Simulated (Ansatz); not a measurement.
Potential energy curve for PH (cation, charge +1), lowest doublet found (which spin is the ground state isn't settled by this scan).

- ROHF/aug-cc-pVTZ (Ansatz, a quantum-chemistry and plane-wave program)
- UHF/aug-cc-pVTZ (Ansatz)
- UMP2 = MP2 on UHF/aug-cc-pVTZ, frozen core (Ansatz)
- UKS-B3LYP = Ansatz with unrestricted B3LYP/aug-cc-pVTZ
- UKS-BLYP = unrestricted BLYP/aug-cc-pVTZ run with Ansatz
- UKS-PBE = unrestricted PBE/aug-cc-pVTZ in Ansatz
- FCI = full CI/aug-cc-pVTZ, frozen core (Ansatz)

All curves are set to zero at 1.44 Å and compared with full CI in the same basis at 1.44, 1.49, 1.55, 1.64, 1.74, 1.86, 2.01, 2.23, 2.43, 2.70, 3.05, 3.48, 4.00 Å.

Order the methods by the spread of their error (largest minus smallest) over these points.

UKS-B3LYP has the smallest spread and ROHF the largest. In order (mEh): UKS-B3LYP 6.35, UKS-BLYP 10.24, UKS-PBE 11.40, UMP2 25.10, UHF 43.13, ROHF 49.46.

Errors against full CI at some of the points (mEh):

| method | 1.74 Å | 2.23 Å | 3.05 Å | 3.48 Å | 4.00 Å |
|---|---|---|---|---|---|
| UKS-B3LYP | -0.5 | 3.0 | -3.1 | -3.3 | -2.3 |
| UKS-BLYP | -3.3 | -4.1 | -8.9 | -10.1 | -10.2 |
| UKS-PBE | -3.4 | -2.9 | -10.4 | -11.3 | -11.4 |
| UMP2 | 3.9 | 17.1 | -5.1 | -7.5 | -8.0 |
| UHF | 5.6 | -0.7 | -30.8 | -33.8 | -34.7 |
| ROHF | 5.8 | 23.8 | 42.9 | 40.3 | 39.7 |

The scan ran from 1.00 to 4.68 Å; beyond the distances shown full CI changes its symmetry label. The unrestricted determinant behind UHF, UMP2 is spin-contaminated at 1.00, 1.86 to 4.00 Å (<S²> up to 1.8, against 0.75 for a pure doublet). The unrestricted determinant behind UKS-B3LYP, UKS-PBE is spin-contaminated at 2.23 to 4.00 Å (<S²> up to 1.8, against 0.75 for a pure doublet). The unrestricted determinant behind UKS-BLYP is spin-contaminated at 2.43 to 4.00 Å (<S²> up to 1.8, against 0.75 for a pure doublet).
